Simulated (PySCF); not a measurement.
C₂H₃ClFGa. Atoms are numbered in the order given.

```xyz
8

Ga    -0.1395    -0.2804     0.2405
F     -0.6275    -1.0991     1.7062
Cl     0.5731     1.7086     0.5511
C     -0.2092    -1.0566    -1.5167
C      0.2129    -0.3340    -2.5628
H     -0.5836    -2.0744    -1.6736
H      0.1974    -0.7294    -3.5862
H      0.5940     0.6874    -2.4422
```

Geometry optimised at ωB97X-D3(BJ)/def2-SVP. The structure was generated by enumeration; whether it is a known compound was not checked. One conformer was computed; it need not be the lowest.

All values below come from TDA-PBE/def2-SVPD (PySCF).

Vertical excitations. The molecule is in vacuum.

**Question.** List the lowest excited states. (Estimate from the structure and the level; the computed values follow.)

**Answer.** 
```tsv
state	energy (eV)	λ (nm)	f	main pairs
S1	5.09	244	0.001	HOMO−1→LUMO 92 %
S2	5.45	227	0.002	HOMO−2→LUMO 91 %
S3	5.47	227	0.022	HOMO−3→LUMO 66 %, HOMO→LUMO 30 %
S4	5.93	209	0.000	HOMO→LUMO+1 98 %
S5	6.12	203	0.001	HOMO−1→LUMO+1 60 %, HOMO→LUMO 15 %
S6	6.28	197	0.121	HOMO−2→LUMO+1 27 %, HOMO→LUMO 22 %, HOMO−1→LUMO+1 17 %, HOMO−3→LUMO 15 %
S7	6.43	193	0.019	HOMO−3→LUMO+1 82 %, HOMO−4→LUMO 18 %
S8	6.49	191	0.011	HOMO−4→LUMO 81 %, HOMO−3→LUMO+1 17 %
S9	6.72	184	0.337	HOMO−2→LUMO+1 60 %, HOMO−1→LUMO+1 17 %, HOMO→LUMO 11 %
S10	6.83	182	0.009	HOMO−5→LUMO 90 %
T1	4.15	299	0	HOMO→LUMO 88 %
T2	4.88	254	0	HOMO−1→LUMO 86 %, HOMO−2→LUMO 13 %
T3	5.17	240	0	HOMO−2→LUMO 86 %, HOMO−1→LUMO 13 %
T4	5.25	236	0	HOMO−3→LUMO 91 %
```
Triplets are in the Tamm–Dancoff approximation.
